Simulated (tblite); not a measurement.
C₄H₁₀OSi.
Atom-mapped SMILES: `[CH3:1][O:2][C@@H:3]1[CH2:4][C@@H:5]1[SiH3:6]` (hydrogens: H7, H8, H9 on C1; H10 on C3; H11, H12 on C4; H13 on C5; H14, H15, H16 on Si6)

Geometry (GFN2-xTB, Å), atoms numbered from 1 in this order:
```
atom  x, y, z in Å
C1     2.1397    0.5367   -0.5381
O2     0.8573    0.8128   -0.0283
C3     0.3859   -0.1497    0.8643
C4    -0.1820   -1.4275    0.3283
C5    -1.0931   -0.3436    0.8418
Si6   -1.9886    0.7501   -0.4072
H7     2.1616   -0.4175   -1.0767
H8     2.3840    1.3473   -1.2219
H9     2.8837    0.5028    0.2671
H10    0.9404   -0.1872    1.8023
H11   -0.1416   -1.5895   -0.7381
H12   -0.0564   -2.3259    0.9153
H13   -1.5715   -0.5317    1.7940
H14   -1.5788    0.4009   -1.7675
H15   -1.7246    2.1568   -0.1202
H16   -3.4237    0.4741   -0.2576
```

Calculated harmonic vibrations of the isolated species, GFN2-xTB (tblite), most abundant isotopes, no scaling. Against measured fundamentals such values can be off by several per cent, at times by over 20. Modes of hydrogen on silicon can be 10 to 20 % off. One conformer, not necessarily the lowest.

Harmonic wavenumbers (cm⁻¹): 76.0, 105.1, 128.2, 175.7, 233.8, 297.5, 434.5, 485.6, 554.1, 585.2, 705.1, 772.3, 783.6, 800.9, 847.1, 876.6, 984.5, 1005.7, 1020.5, 1052.8, 1064.5, 1086.9, 1129.7, 1135.1, 1176.0, 1229.5, 1287.1, 1373.8, 1403.3, 1460.5, 1469.0, 1489.3, 2218.2, 2263.2, 2294.9, 2905.9, 2928.5, 2942.4, 3027.2, 3047.2, 3075.1, 3092.4.

A = 4644, B = 2027, C = 1617 MHz; mass 102.050 u (most abundant isotopes); point group C1, symmetry number 1.

Problem. Zero-point energy?

Solution. ½Σν̃ = 27512 cm⁻¹ = 329.12 kJ/mol.

Problem. Give the ideal-gas entropy at 500 K and 1 bar in the rigid-rotor, harmonic-oscillator model (classical rotation).

Solution. Translation 177.29, rotation 121.29, vibration 153.83: S = 452.4 J/(mol K).

Problem. And Cp and H(500 K) − H(0)?

Solution. Cp = 198.51 J/(mol K), of which vibrations give 165.25 (their classical limit is 42 R = 349.2); H(500 K) − H(0) = 57.76 kJ/mol without the zero-point energy, 41.13 from vibrations.

Problem. How do the functions run with temperature in this model?

Solution. 
```
 T (K)  S (J/(mol K))  Cp (J/(mol K))  H − H(0) (kJ/mol)  G − H(0) (kJ/mol)  ln q(vib)
   150          297.2            80.7               8.45             -36.13       1.87
   250          346.0           114.2              18.14             -68.35       3.74
298.15          367.6           132.0              24.06             -85.53       4.66
   400          411.5           168.2              39.38            -125.23       6.63
   600          490.9           223.6              78.91            -215.63      10.58
   900          592.5           276.5             154.59            -378.62      16.34
```

q(vib) and H(0) count from the zero-point level.

Problem. Blend soft modes into free rotors: weight 1/[1 + (100 cm⁻¹/ν̃)⁴] for the oscillator and the rest for a rotor with moment μB/(μ + B), μ = h/(8π²ν), B = 10⁻⁴⁴ kg m². What vibrational entropy results?

Solution. 146.33 J/(mol K) in place of 153.83, which changes −T·S at 500 K by +3.75 kJ/mol.

Hindered rotation and anharmonicity are outside this model. Other conformers, if any are populated, would add a mixing term that is left out. The structure is chiral; the term R ln 2 for an equal mix with its mirror image is left out.
